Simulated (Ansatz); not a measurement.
Species: sum formula CrO2H2, net charge 0, quintet state. The spin state was set by rule; other spins were not relaxed. 
Coordinates optimised at B3LYP-D3(BJ)/def2-TZVP (Ansatz, an electronic-structure program):
SMILES: [OH][Cr][OH]
```xyz
5

Cr     0.1395    -0.0061     0.1713
O      1.1856     0.1576    -1.2959
H      1.3759     0.9365    -1.8246
O     -1.5010    -0.2976     0.8766
H     -2.2019     0.3303     1.0686
```
Charge 0, spin multiplicity 5.

Basis-set convergence of Hartree-Fock and CCSD correlation energies (hartree) with Ansatz. Correlated levels leave the core frozen unless marked. Open shells are spin-unrestricted. Spin-orbit coupling is left out. The frozen core is the preceding noble-gas configuration, with the filled d and f shells of earlier blocks. No relativistic terms.

```tsv
basis	functions	E(HF)	E(corr, CCSD)
def2-SVP	69	-1194.00013	-0.48151
def2-TZVPP	154	…	…
```

Fill in the missing entries.


- def2-TZVPP, E(HF): -1194.34754
- def2-TZVPP, E(corr, CCSD): -0.62812
